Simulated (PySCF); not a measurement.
3-methylthiophene (C5H6S), SMILES Cc1ccsc1. Coordinates come from a PBE-D3(BJ)/def2-SVP optimisation.

Problem. Give the equilibrium geometry at PBE-D3(BJ)/def2-SVP (PySCF confirms it by a frequency run) as a Z-matrix, and its point group. (Estimate from the structure and the level; the computed values follow.)

Solution. point group Cs.
```
C
C 1 1.3855
H 2 1.0972 1 127.67
C 1 1.4376 2 111.22 3 180.00
C 4 1.3799 1 113.28 2 0.00
H 5 1.0968 4 128.49 1 180.00
H 4 1.0995 5 123.16 6 0.00
C 1 1.5035 2 124.64 3 0.00
H 8 1.1068 1 111.55 2 0.00
H 8 1.1103 9 107.77 1 122.50
H 8 1.1103 9 107.77 10 115.01
S 5 1.7319 6 120.05 4 180.00
```
Charge 0, spin multiplicity 1.
